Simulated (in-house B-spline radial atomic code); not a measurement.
K. Computed with a B-spline radial atomic code. Model: non-relativistic spherical atom: semilocal Troullier-Martins pseudo-atom, one channel per l, against all electrons, high spin, G0W0 and RPA with empty states to l = 8, local potential for every l without a channel, a model core (radius 0 = none) keeps its share of the functional.

What the tables leave out is listed at the end.

The pseudopotential gives back the lowest level of each angular momentum of its own functional in the configuration it was made in; a second state of the same l is only approximately right. Exact exchange, RPA and GW see the smooth pseudo-orbitals and miss the exchange with the core, for which the functional's share stands in. The column with an uncorrelated core keeps all orbitals and exact exchange, and so separates missing core correlation from pseudisation. Only the three outermost levels and the lowest empty one were computed. RPA here is direct RPA, with no exchange kernel, and its energies carry an (l + 1/2)⁻⁴ tail. A hybrid on a potential with a model core restores only its own semilocal share of the core's exchange.

Command:
```bash
python run_psgw.py task.json out
```
Settings (lengths in bohr, energies in hartree):
```
Z                      19
electrons              19
configuration          [Ar] 4s1
generated_in           [Ar] 4s1
functional             pbe,pbe
core_shells            4
radius_factor          0.8
core_correction        False
ion_configuration      [Ne] 3s2 3p6
```

Run time, properties included: 48 s on 1 thread of Arm Neoverse N1, on a shared host.

Given: made with PBE; model core radius 0 bohr; local radius 1.293 bohr; mean-field start PBE0.

Valence shells of the generating configuration: 3p, 4s.

Channel: s 3.371, p 0.926 (radii in bohr).

Computed: largest level miss in the spin-unpolarised generating configuration 0.001 eV; valence RPA correlation energy all-electron orbitals -0.3108 hartree; valence RPA correlation energy pseudo -0.41132 hartree; all-electron RPA polarisability, core included 131.32 bohr³; pseudo-atom RPA polarisability 121.3 bohr³; ionisation by mean-field all-electron 4.3765 eV; ionisation by RPA pseudo minus all 0.198 eV.

| level | occupied | mean-field all-electron (eV) | mean-field pseudo minus all (eV) | G0W0 all-electron (eV) | G0W0 uncorrelated core minus all (eV) | G0W0 pseudo minus all (eV) | exchange self-energy all-electron (eV) | exchange self-energy pseudo (eV) |
| --- | --- | --- | --- | --- | --- | --- | --- | --- |
| 4s up | 1 | -2.9886 | -0.065 | -4.5761 | 0.005 | -0.164 | -5.6377 | -5.7535 |
| 4s down (empty) | 0 | -1.0057 | -0.048 | -0.36394 | 0.007 | -0.066 | -0.76724 | -0.74085 |

What is the ionisation by RPA all-electron?

4.6574 eV.

What is the ionisation by mean-field pseudo minus all?

0.096 eV.

Given: mean-field start Hartree-Fock.

Computed: valence RPA correlation energy pseudo -0.35194 hartree; all-electron RPA polarisability, core included 95.41 bohr³; pseudo-atom RPA polarisability 69.878 bohr³; ionisation by mean-field all-electron 4.008 eV; ionisation by RPA all-electron 4.4549 eV; ionisation by RPA pseudo minus all 0.241 eV.

```json
{"level": "4s up", "occupied": "1", "mean-field all-electron (eV)": "-4.0178", "mean-field pseudo minus all (eV)": "-0.423", "G0W0 all-electron (eV)": "-4.5289", "G0W0 uncorrelated core minus all (eV)": "0.006", "G0W0 pseudo minus all (eV)": "-0.273", "exchange self-energy all-electron (eV)": "-5.2541", "exchange self-energy pseudo (eV)": "-6.0932"}
{"level": "3p down", "occupied": "1", "mean-field all-electron (eV)": "-25.945", "mean-field pseudo minus all (eV)": "2.499", "G0W0 all-electron (eV)": "-25.777", "G0W0 uncorrelated core minus all (eV)": "-0.31", "G0W0 pseudo minus all (eV)": "1.599", "exchange self-energy all-electron (eV)": "-27.556", "exchange self-energy pseudo (eV)": "-20.465"}
{"level": "3p up", "occupied": "1", "mean-field all-electron (eV)": "-25.991", "mean-field pseudo minus all (eV)": "2.391", "G0W0 all-electron (eV)": "-25.819", "G0W0 uncorrelated core minus all (eV)": "-0.311", "G0W0 pseudo minus all (eV)": "1.595", "exchange self-energy all-electron (eV)": "-27.537", "exchange self-energy pseudo (eV)": "-20.482"}
```

What is the valence RPA correlation energy all-electron orbitals?

-0.25165 hartree.

What is the ionisation by mean-field pseudo minus all?

0.395 eV.

Among the listed levels the largest G0W0 shift of the pseudo-atom is +1.60 eV, for 3p down on the Hartree-Fock start, while leaving the core uncorrelated moves that level by -0.31 eV. So pseudisation and the lost core exchange, not the missing core correlation, make the error. Not in the tables (levels of low weight, unsolved or above zero; the highest and the empty levels are kept at any weight): on PBE, a start not tabulated, the G0W0 levels 4s up (pseudo minus all -0.09 eV, weights 0.56 and 0.61), 3p down (pseudo minus all +0.95 eV, weights 0.08 and 0.09), 3p up (pseudo minus all +0.96 eV, weights 0.08 and 0.09), 4s down (pseudo minus all -0.13 eV, weights 0.74 and 0.72); on PBE0 the G0W0 levels 3p down (pseudo minus all +1.72 eV, weights 0.40 and 0.08), 3p up (pseudo minus all +1.71 eV, weights 0.40 and 0.08).
